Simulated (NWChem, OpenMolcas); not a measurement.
**How basis sets differ on AlSi2H5O (SMILES [SiH3][Al]1[O][SiH2]1)**

AlSi2H5O: 9 atoms, total charge 0, spin state singlet. As SMILES, `[SiH3][Al]1[O][SiH2]1`. The coordinates come from a PBE0-D4/def2-TZVP relaxation.

Quantity: the HOMO–LUMO gap, in eV. The values are calculated.

```
                          level          kind     program  value (eV)
              HF/ANO-R0 (sfX2C)  Hartree–Fock  OpenMolcas        9.53
                      HF/STO-3G  Hartree–Fock      NWChem       10.66
                       HF/3-21G  Hartree–Fock      NWChem        9.56
HF/6-31G* (spherical functions)  Hartree–Fock  OpenMolcas        9.40
```

The values span 9.40 to 10.66 eV. A Hartree–Fock LUMO above zero doesn't converge with the basis: it sinks as sets grow more diffuse. Orbital gaps aren't excitation energies.
